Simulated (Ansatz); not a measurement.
System: TaO₃ (charge 0, doublet). The spin state was set by rule; other spins were not relaxed. SMILES: [O]=[Ta](=[O])=[O]
Geometry from a B3LYP-D3(BJ)/def2-TZVP (Ansatz, an electronic-structure program) optimisation:
```
Ta
O 1 1.7587
O 1 1.7587 2 108.45
O 1 1.8945 2 104.53 3 111.09
```
Charge 0, spin multiplicity 2.

Property: atomisation energy (electronic, to ground-state atoms), in kcal/mol. Cores are frozen in the correlated levels unless marked. Open shells are spin-unrestricted. Spin-orbit coupling is left out. The frozen core is the preceding noble-gas configuration, with the filled d and f shells of earlier blocks. Past Kr the def2 sets carry scalar-relativistic core potentials. The coupled-cluster limit lacks core correlation, which all-electron functionals hold. Basis-set limits of correlation are two-point, X^-3; Hartree-Fock from the larger set. [CCSD(T)-MP2]/basis is that difference in the basis named.

```tsv
level	program	atomisation energy (kcal/mol)
HF/def2-TZVPPD	Ansatz	228.5
HF/def2-QZVPPD	Ansatz	228.8
r2SCAN-D3(BJ)/def2-TZVPD	Ansatz + dftd3	457.5
r2SCAN-D4/def2-TZVPD	Ansatz + dftd4	457.5
PBE0/def2-SVP	Ansatz	432.1
CAM-B3LYP-D4/def2-TZVPD	Ansatz + dftd4	435.3
wB97X-V/def2-TZVPD	Ansatz	439.9
B2PLYP-D4/def2-TZVPD	Ansatz + dftd4	445.9
PBE-QIDH/def2-TZVPD	Ansatz	430.9
MP2/def2-SVP	Ansatz	440.0
RI-MP2/def2-TZVPPD	Ansatz	467.5
RI-MP2/CBS(def2-TZVPPD,def2-QZVPPD)	Ansatz	479.5
SCS-MP2/def2-TZVPP	Ansatz	452.2
CCSD(T)/def2-SVPD	Ansatz	408.6
RI-MP2/CBS(def2-TZVPPD,def2-QZVPPD)+[CCSD(T)-MP2]/def2-TZVPPD	Ansatz	441.6
```
